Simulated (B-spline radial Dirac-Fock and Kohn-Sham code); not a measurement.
# Dipole and non-dipole photoemission parameters of Se⁺ 3p1/2

System: Se⁺, configuration [Ar] 3d10 4s2 4p3; threshold 180.4 eV (orbital energy of the model). Method: Dirac-Hartree-Slater photoionisation with a Latter tail; cross sections with all multipoles, angular parameters from the dipole term and its interference with E2. Computed with a B-spline atomic structure program.

The run's input, task.json:

```json
{"items": [{
  "Z": 34,
  "q": 1,
  "cfg": [[1, 0, 2], [2, 0, 2], [2, 1, 6], [3, 0, 2], [3, 1, 6], [3, 2, 10], [4, 0, 2], [4, 1, 3]],
  "A": 80,
  "rrms": 4.14,
  "do": "xps",
  "hv": [52.8, 53.0, 53.6, 54.5, 58.6, 89.2, 113.0, 148.0, 150, 183.0, 216.0, 235.0, 296.0, 312.0, 400, 492.0, 905.0, 1486.9, 2000, 2170.0, 3450.0, 4000, 4100.0, 4430.0, 5414.7, 6000, 7580.0, 9580.0, 9990.0, 15000]
}]}
```

Run with: `python xray2_run.py task.json out`

| hν (eV) | σ (kb) | β | γ | δ |
| --- | --- | --- | --- | --- |
| 216 | 191 | -0.071 | -0.098 | 0.092 |
| 235 | 206 | 0.326 | 0.031 | 0.078 |
| 296 | 216 | 0.994 | 0.209 | 0.035 |
| 312 | ? | ? | ? | ? |
| 400 | 183 | 1.365 | 0.132 | 0.008 |
| 492 | 147 | 1.492 | 0.047 | 0.002 |
| 905 | 57.4 | 1.613 | -0.001 | 0.002 |
| 1486.9 | 21.1 | 1.580 | 0.178 | 0.008 |
| 2000 | 10.7 | 1.526 | 0.348 | 0.014 |
| 2170 | 8.80 | 1.507 | 0.401 | 0.017 |
| 3450 | 2.69 | 1.376 | 0.728 | 0.037 |
| 4000 | 1.80 | 1.326 | 0.838 | 0.047 |
| 4100 | 1.68 | 1.318 | 0.857 | 0.049 |
| 4430 | 1.35 | 1.290 | 0.915 | 0.055 |
| 5414.7 | 0.764 | 1.214 | 1.065 | 0.073 |
| 6000 | 0.567 | 1.173 | 1.141 | 0.083 |
| 7580 | 0.282 | 1.077 | 1.309 | 0.113 |
| 9580 | 0.137 | 0.977 | 1.474 | 0.148 |
| 9990 | 0.120 | 0.958 | 1.502 | 0.156 |
| 15000 | 0.0325 | 0.782 | 1.763 | 0.240 |

Q: Give the values at 312 eV.

A: σ = 213 kb, β = 1.084, γ = 0.211, δ = 0.028.
